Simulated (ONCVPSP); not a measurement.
## What one change does to a pseudopotential (Rh, ONCV)

- Element: rhodium (Rh)
- Generator: ONCVPSP 4.0.1
- Type: optimised norm-conserving Vanderbilt (ONCV)
- Functional: PBE
- Relativity: scalar-relativistic
- Frozen core: [Ar] 3d10
- Valence charge: 17
- Reference configuration: 4s2 4p6 4d6 (charge +3)
- Partial waves: 4s: rc 1.35 bohr, ncon 4, nbas 8, qcut 10.1 1/bohr, 2 projectors, debl 2.4 Ha; 4p: rc 1.50 bohr, ncon 3, nbas 6, qcut 8.8 1/bohr, 3 projectors, debl 1 Ha; 4d: rc 1.20 bohr, ncon 4, nbas 8, qcut 6.8 1/bohr, 2 projectors, debl 1.1 Ha; f scattering state at 0.28 Ha: rc 1.50 bohr, ncon 4, nbas 7, qcut 7.8 1/bohr, 2 projectors, debl 1.4 Ha
- Local potential: polynomial inside 1.05 bohr (lpopt 3, dvloc0 -1 Ha)
- Core correction: none

In the s channel the program set the typed energies aside and used -4.356, 0.250 Ha. In the p channel the program set the typed energies aside and used -3.163, 0.250, 1.250 Ha. In the d channel the program set the typed energies aside and used -1.452, 0.250 Ha.

All-electron outer shells of the reference configuration (PBE, scalar-relativistic, ld1.x):

```
shell  level (eV)  outermost node (bohr)  outermost maximum (bohr)
   4s     -118.54                   0.47                      0.88
   4p      -86.07                   0.47                      0.94
   4d      -39.51                   0.46                      1.11
```

Change: d: qcut 4.3.

Cutoffs: the cutoffs (Ha) at which the residual kinetic energy of the hardest occupied pseudo-wave falls to 1 and 0.1 mHa per electron; they do not see the model core or the augmentation charge, which bear on the density cutoff. Errors are all-electron minus pseudo energies relative to the spin-unpolarised reference configuration.

How do hardness, ghosts and transferability respond?

The potential gets harder (47 Ha and 148 Ha → 147 Ha and 170 Ha); a bound ghost appears in d, which as a rule spoils a file; the errors of the 4 common tests hardly move.

```csv
quantity,base,changed
"cutoff, loose",47 Ha,147 Ha
"cutoff, tight",148 Ha,170 Ha
loose cutoff by channel,"s 35 Ha, p 21 Ha, d 47 Ha","s 35 Ha, p 21 Ha, d 147 Ha"
bound ghosts,none,d
GHOST(+) flags under 300 eV,none,none
"error for 4s2 4p6 4d8 5s1, meV [ΔE -59.48 eV]",+6.3,+6.5
"error for 4s2 4p6 4d8, meV [ΔE -52.02 eV]",+4.5,+4.9
"error for 4s2 4p6 4d7, meV [ΔE -32.50 eV]",+3.5,+3.7
"error for 4s2 4p6 4d7 5s2, meV [ΔE -57.00 eV]",+7.8,+7.7
s: phases at 1.37 bohr within 0.05 rad from the reference energy up to (Ha; the scan ends near 5),to the end of the scan,to the end of the scan
p: phases at 1.52 bohr within 0.05 rad from the reference energy up to (Ha; the scan ends near 5),to the end of the scan,to the end of the scan
d: phases at 1.22 bohr within 0.05 rad from the reference energy up to (Ha; the scan ends near 5),to the end of the scan,to the end of the scan
f: phases at 1.52 bohr within 0.05 rad from the reference energy up to (Ha; the scan ends near 5),to the end of the scan,to the end of the scan
```

 A true bound ghost makes a file unfit for plane-wave use even where its test errors are small: the radial tests pick states by their node count and pass the ghost by.
